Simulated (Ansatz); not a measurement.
Program: Ansatz. Geometries: PBE0-D4/def2-TZVP. ΔE: electronic, gas phase. CCSD(T)/CBS adds triple-zeta CCSD(T) − MP2 to the extrapolated MP2 energy (def2 sets, frozen cores). This one scheme is used for every species. Functionals use def2-TZVPP. B3LYP here is the variant with VWN-RPA as its local correlation; programs differ in this. One conformer a species, not always the lowest.

Consider the ligand exchange at the Si–F bond: `O[SiH](F)[SiH3]` + `N[SiH3]` → `O[SiH]([SiH3])N[SiH3]` + H–F.

```json
{"level": "r2SCAN-D4", "ΔE (kJ/mol)": "78.8", "difference from CCSD(T)/CBS": "7.4"}
{"level": "PBE0-D4", "ΔE (kJ/mol)": "68.8", "difference from CCSD(T)/CBS": "-2.6"}
{"level": "ωB97M-V", "ΔE (kJ/mol)": "76.6", "difference from CCSD(T)/CBS": "5.2"}
{"level": "B2PLYP", "ΔE (kJ/mol)": "85.5", "difference from CCSD(T)/CBS": "14.1"}
{"level": "PBE", "ΔE (kJ/mol)": "79.8", "difference from CCSD(T)/CBS": "8.4"}
{"level": "r2SCAN", "ΔE (kJ/mol)": "81.9", "difference from CCSD(T)/CBS": "10.5"}
{"level": "B3LYP", "ΔE (kJ/mol)": "93.5", "difference from CCSD(T)/CBS": "22.1"}
{"level": "HF/def2-TZVPP", "ΔE (kJ/mol)": "101.2", "difference from CCSD(T)/CBS": "29.8"}
{"level": "MP2/def2-TZVPP", "ΔE (kJ/mol)": "69.5", "difference from CCSD(T)/CBS": "-1.9"}
{"level": "SCS-MP2/def2-TZVPP", "ΔE (kJ/mol)": "76.6", "difference from CCSD(T)/CBS": "5.2"}
{"level": "CCSD(T)/def2-TZVPP", "ΔE (kJ/mol)": "72.0", "difference from CCSD(T)/CBS": "0.6"}
{"level": "HF/def2-QZVPP", "ΔE (kJ/mol)": "102.5", "difference from CCSD(T)/CBS": "31.1"}
{"level": "MP2/def2-QZVPP", "ΔE (kJ/mol)": "69.6", "difference from CCSD(T)/CBS": "-1.8"}
{"level": "SCS-MP2/def2-QZVPP", "ΔE (kJ/mol)": "76.7", "difference from CCSD(T)/CBS": "5.3"}
{"level": "HF/CBS(def2)", "ΔE (kJ/mol)": "102.6", "difference from CCSD(T)/CBS": "31.2"}
{"level": "MP2/CBS(def2)", "ΔE (kJ/mol)": "68.9", "difference from CCSD(T)/CBS": "-2.5"}
{"level": "CCSD(T)/CBS", "ΔE (kJ/mol)": "71.4", "difference from CCSD(T)/CBS": "0"}
```

Largest T1 diagnostic among the species: 0.013.

In def2-TZVPP, CCSD(T) changes the Hartree–Fock value by −29.2 kJ/mol (the triples alone add −4.6 kJ/mol) and MP2 by −31.7 kJ/mol. The D4 term adds −17.1 kJ/mol with B3LYP and −9.8 kJ/mol with PBE0; it sums over pairs of atoms, weighted by their polarisabilities, and B3LYP, whose exchange is more repulsive, gets the larger term.
